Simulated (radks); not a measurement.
These are the eigenvalues of the occupied orbitals of an atom or ion with whole-number occupations (eV). Method: scalar-relativistic Kohn-Sham, BLYP, spin-polarised, spherical densities, finite nucleus; Fermi nuclear charge, rms radius of each element as measured or else 0.836 A^(1/3) + 0.57 fm; computed with a radial shooting solver on a logarithmic mesh with Libxc functionals.

1s up: -59503.17
1s down: -59503.07
2s up: -11727.78
2s down: -11720.04
2p up: -10623.42
2p down: -10617.33
3s up: -4087.032
3s down: -4078.387
3p up: -3750.293
3p down: -3741.520
3d up: -3355.836
3d down: -3345.035

Which element is it, and in what charge state? The configuration may be excited. Open shells, if any, are filled with parallel spins first.

Answer. Z = 68, erbium, charge +42: Er42+ in [Ar] 3d8. The list shows which subshells hold electrons but not how many an open one holds; the 1s level, -2186.7 hartree, gives Z - s = 66.1 by -(Z - s)^2/2, which with screening and relativity narrows Z to a few neighbours, and the depths of the outer levels then fix element, charge and occupations together.
